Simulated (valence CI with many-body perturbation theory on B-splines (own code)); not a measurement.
Ba⁵⁺: calculated level list

Method: configuration interaction combined with many-body perturbation theory (CI+MBPT): five valence electrons over a frozen Dirac-Fock core [Kr] 4d10, a basis of 11 s, 11 p, 10 d, 8 f, 5 g, 2 h functions for each j, with the one-electron correlation potential Σ1, the two-electron term Σ2, the three-electron term Σ3, Breit, model QED; selected CI, second order for the rest, scaled by the run's own slope (own B-spline code, finite nucleus).

Against 45 measured levels this calculation errs by 340 cm⁻¹ on average and by 785 at most. These come from a selection out of Sansonetti and Curry, J. Phys. Chem. Ref. Data 39, 043103 (2010). Levels without a partner in it may be off by more, other configurations by several thousand cm⁻¹. Among the levels kept, up to 2800 cm⁻¹ of a level comes from second order outside the variational space, and about a tenth of that is noise between levels of different J, which matters for small intervals. 1 measured level below the end of the list, from 200938 cm⁻¹ on, found no clear computed partner.

Levels 46 to 90 of 182, with energies above the lowest level, 5s2 5p3 4S°_3/2. "Leading %" is the weight of the configuration and term that name the level; weights of strongly mixed levels are sums over their largest components and can fall short. In the jj column 3d3/2^4 stands for four electrons in 3d with j = 3/2. Lifetimes count E1, E2, E3, M1 and M2 decay at the calculated energies, and are blank where another channel may lead or the interval is too uncertain; long ones can be off by a factor of two.

```csv
No.,Configuration,Term,J,E (cm⁻¹),Leading %,g,Lifetime,Leading jj
46,4f 5s2 5p2,2F°,7/2,200730,66,1.075,2.30 μs,4f7/2 5s^2 5p3/2^2 (54 %)
47,4f 5s2 5p2,2P°,1/2,200810,84,0.589,570 ns,4f5/2 5s^2 5p3/2^2 (64 %)
48,5s2 5p2 5d,4D,1/2,201000,26,0.946,458 ps,5s^2 5p3/2^2 5d5/2 (34 %)
49,4f 5s2 5p2,2P°,3/2,201880,81,1.281,476 ns,4f7/2 5s^2 5p3/2^2 (53 %)
50,5s2 5p2 5d,4D,5/2,201900,48,1.218,256 ps,5s^2 5p1/2 5p3/2 5d5/2 (65 %)
51,5s2 5p2 5d,2G,7/2,212330,41,1.131,602 ps,5s^2 5p3/2^2 5d5/2 (28 %)
52,4f 5s2 5p2,2F°,7/2,212440,84,1.141,,4f7/2 5s^2 5p3/2^2 (83 %)
53,5s 5p4,2P,3/2,213710,36,1.220,38.6 ps,5s^2 5p1/2 5p3/2 5d5/2 (36 %)
54,4f 5s2 5p2,2F°,5/2,213980,89,0.860,,4f5/2 5s^2 5p3/2^2 (82 %)
55,5s2 5p2 5d,4P,5/2,215350,64,1.507,29.7 ps,5s^2 5p1/2 5p3/2 5d5/2 (38 %)
56,5s2 5p2 5d,4P,3/2,217860,57,1.556,31.5 ps,5s^2 5p1/2 5p3/2 5d3/2 (46 %)
57,5s2 5p2 5d,2G,7/2,218360,38,1.097,926 ps,5s^2 5p3/2^2 5d5/2 (66 %)
58,5s2 5p2 5d,4P,1/2,219180,59,2.235,29.1 ps,5s^2 5p1/2 5p3/2 5d3/2 (70 %)
59,5s2 5p2 5d,2G,9/2,222350,73,1.162,46.3 ns,5s^2 5p3/2^2 5d5/2 (75 %)
60,5s2 5p2 5d,2D,3/2,224500,69,0.941,109 ps,5s^2 5p1/2 5p3/2 5d5/2 (53 %)
61,5s2 5p2 5d,2D,5/2,229040,64,1.109,30.2 ps,5s^2 5p1/2 5p3/2 5d5/2 (40 %)
62,5s2 5p2 5d,2P,1/2,229870,42,1.003,34.9 ps,5s^2 5p3/2^2 5d3/2 (43 %)
63,5s2 5p2 5d,2P,1/2,235000,69,0.903,50.2 ps,5s^2 5p1/2 5p3/2 5d5/2 (63 %)
64,5s2 5p2 5d,2D,3/2,236360,58,0.970,29.8 ps,5s^2 5p3/2^2 5d3/2 (56 %)
65,5s2 5p2 5d,2F,5/2,237290,39,1.095,25.4 ps,5s^2 5p3/2^2 5d3/2 (44 %)
66,5s2 5p2 5d,2F,7/2,242920,85,1.131,23.3 ps,5s^2 5p3/2^2 5d3/2 (56 %)
67,5s2 5p2 5d,2D,5/2,243410,85,1.203,325 ps,5s^2 5p3/2^2 5d5/2 (81 %)
68,5s2 5p2 5d,2P,3/2,247170,62,1.245,44.8 ps,5s^2 5p3/2^2 5d5/2 (57 %)
69,5s2 5p2 6s,4P,1/2,248120,68,2.262,84.8 ps,5s^2 5p1/2^2 6s (85 %)
70,5s2 5p2 5d,2S,1/2,251610,53,1.854,32.4 ps,5s^2 5p3/2^2 5d5/2 (33 %)
71,5s2 5p2 5d,2D,3/2,257480,85,0.831,31.0 ps,5s^2 5p3/2^2 5d3/2 (58 %)
72,5s2 5p2 5d,2D,5/2,258080,58,1.120,27.3 ps,5s^2 5p3/2^2 5d5/2 (68 %)
73,4f 5s 5p3,6F,1/2,259160,92,-0.623,24.7 ns,4f5/2 5s 5p1/2 5p3/2^2 (48 %)
74,4f 5s 5p3,6F,3/2,259190,91,1.063,4.75 ns,4f5/2 5s 5p1/2 5p3/2^2 (43 %)
75,4f 5s 5p3,6F,5/2,259200,89,1.297,1.88 ns,4f5/2 5s 5p1/2^2 5p3/2 (37 %)
76,4f 5s 5p3,6F,7/2,259220,88,1.375,15.1 ns,4f5/2 5s 5p1/2^2 5p3/2 (33 %)
77,4f 5s 5p3,6F,9/2,259460,87,1.413,16.8 ns,4f7/2 5s 5p1/2^2 5p3/2 (31 %)
78,4f 5s 5p3,6F,11/2,260140,90,1.438,25.6 ns,4f7/2 5s 5p1/2 5p3/2^2 (45 %)
79,5s2 5p2 6s,4P,3/2,261910,89,1.701,121 ps,5s^2 5p1/2 5p3/2 6s (94 %)
80,5s2 5p2 6s,2P,1/2,266080,74,1.080,37.1 ps,5s^2 5p1/2 5p3/2 6s (91 %)
81,5s2 5p2 6s,4P,5/2,268050,61,1.456,103 ps,5s^2 5p1/2 5p3/2 6s (85 %)
82,5s2 5p2 6s,2P,3/2,271550,47,1.079,43.0 ps,5s^2 5p1/2 5p3/2 6s (91 %)
83,4f 5s 5p3,4F,7/2,272450,71,1.213,3.01 ns,4f7/2 5s 5p1/2^2 5p3/2 (39 %)
84,4f 5s 5p3,4F,5/2,273210,71,0.964,2.41 ns,4f7/2 5s 5p1/2^2 5p3/2 (42 %)
85,4f 5s 5p3,4F,9/2,275570,85,1.313,8.21 ns,4f7/2 5s 5p1/2 5p3/2^2 (38 %)
86,4f 5s 5p3,4F,3/2,276030,91,0.428,4.66 ns,4f7/2 5s 5p1/2 5p3/2^2 (45 %)
87,4f 5s 5p3,4G,5/2,282070,71,0.671,1.14 ns,4f5/2 5s 5p1/2 5p3/2^2 (50 %)
88,4f 5s 5p3,4G,7/2,284120,68,0.998,1.34 ns,4f5/2 5s 5p1/2 5p3/2^2 (56 %)
89,4f 5s 5p3,4G,9/2,286270,60,1.170,1.55 ns,4f5/2 5s 5p1/2 5p3/2^2 (33 %)
90,4f 5s 5p3,4D,7/2,287510,74,1.387,1.22 ns,4f7/2 5s 5p1/2 5p3/2^2 (51 %)
```

Names give the largest LS component (configuration and term), which can be under half, so a name can repeat, a term be missing and a line seem to break the LS rules; names also repeat where a configuration has a term twice.

Where two levels of one J and parity lie close, their mixing, g and order are uncertain.
